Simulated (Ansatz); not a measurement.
Z-matrix (Å, degrees):
```
C
B 1 1.558
N 1 1.454 2 116.4
H 1 1.103 2 103.5 3 119.4
H 1 1.106 2 108.4 3 -131.0
P 2 1.876 1 122.5 3 2.4
H 2 1.198 1 118.6 3 175.5
H 3 1.012 1 111.4 2 179.3
H 3 1.012 1 110.7 2 -61.9
H 6 1.412 2 101.8 1 -43.2
H 6 1.411 2 102.4 1 -146.4
```

The species carries charge 0 and has multiplicity 1.

(1) List the B3LYP/def2-TZVPP orbital energies in eV (Ansatz 0.2.0). (An estimate is asked.)

Results:

(1) The calculation gave: Occupied: -2096.39, -389.10, -277.11, -183.64, -177.72, -127.69, -127.64, -127.58, -24.05, -18.42, -17.33, -13.65, -12.76, -12.15, -11.18, -10.66, -9.10, -8.89, -7.07, -6.70. Lowest empty: -1.41, 0.30, 0.96, 1.34, 1.54, 1.97, 2.28, 2.57.

B3LYP here is the variant with VWN-RPA as its local correlation; programs differ in this.
